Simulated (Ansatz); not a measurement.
`[SiH3]c1ccccc1`, relaxed with RKS PBE0-D4/def2-TZVP in Ansatz from a PBE-D4/def2-SVP geometry. The force threshold is 0.005 eV/Å; the program also tests the step.

Total charge 0; spin multiplicity 1.

Start:

```xyz
15

Si    0.315   -1.424    2.020
C     0.053   -0.347    0.494
C     0.033    1.063    0.597
C    -0.122    1.867   -0.543
C    -0.263    1.273   -1.807
C    -0.248   -0.125   -1.928
C    -0.093   -0.927   -0.786
H    -0.377   -2.748    1.836
H    -0.238   -0.731    3.235
H     1.779   -1.693    2.260
H     0.134    1.545    1.582
H    -0.135    2.963   -0.443
H    -0.387    1.903   -2.702
H    -0.361   -0.595   -2.917
H    -0.091   -2.023   -0.898
```

How much energy does the relaxation release, and in how many steps? (An estimate is asked.)

Ansatz gave: 7.79 kJ/mol, in 3 steps.

Which bonds change most? (An estimate is asked.)

Ansatz gave: Si1–C2 from 1.886 to 1.867 Å; Si1–H10 from 1.508 to 1.489 Å; C2–C3 from 1.413 to 1.396 Å; C2–C7 from 1.413 to 1.396 Å.

Give the relaxed structure. (Best estimate.)

Computed: 
```xyz
15

Si    0.310   -1.409    1.998
C     0.058   -0.342    0.487
C     0.036    1.050    0.588
C    -0.121    1.845   -0.537
C    -0.261    1.259   -1.786
C    -0.245   -0.123   -1.906
C    -0.088   -0.914   -0.778
H    -0.376   -2.716    1.814
H    -0.238   -0.722    3.198
H     1.755   -1.675    2.237
H     0.138    1.523    1.559
H    -0.138    2.925   -0.439
H    -0.387    1.879   -2.667
H    -0.360   -0.586   -2.880
H    -0.084   -1.994   -0.887
```
